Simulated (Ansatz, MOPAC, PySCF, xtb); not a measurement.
Dimer: dimethyl selenide (SMILES C[Se]C) (first 9 atoms) with H2O (SMILES O); geometry from B3LYP-D3(BJ)/def2-TZVP, rigid monomers moved along the line of their centres of mass till Se2···H12 is 2.25 Å.
(charge 0, multiplicity 1):
```xyz
12

C     -0.89416     1.69411    -0.20739
Se     0.59858     0.44934     0.06817
C     -0.43148    -1.20351    -0.17863
H     -1.66101     1.51309     0.54170
H     -0.49389     2.69885    -0.09093
H     -1.29245     1.57289    -1.21206
H     -1.21790    -1.25642     0.57020
H      0.26170    -2.03116    -0.04554
H     -0.84590    -1.23098    -1.18372
O     -1.08139     0.20780     2.68470
H     -0.77440     0.25246     3.59541
H     -0.28790     0.32916     2.13613
```

Monomers are frozen at their geometry in the pair; levels with a basis set take the counterpoise correction.

The state that PM3 reach isn't checked.

The values were computed with Ansatz (Gaussian basis) for Hartree–Fock, density functionals and correlated methods; MOPAC for PM3 (differences of heats of formation); PySCF for the dispersion terms; xtb for the GFN methods. 

Q: One of these levels gives -6.9 kJ/mol for the interaction energy. Which?
A. GFN-FF
B. PM3
C. B3LYP-D3(BJ)/def2-TZVPPD
D. GFN2-xTB

A: A, GFN-FF. The others give -16.3 (PM3), -11.7 (GFN2-xTB), -18.4 (B3LYP-D3(BJ)/def2-TZVPPD)

Ansatz is an electronic-structure program.
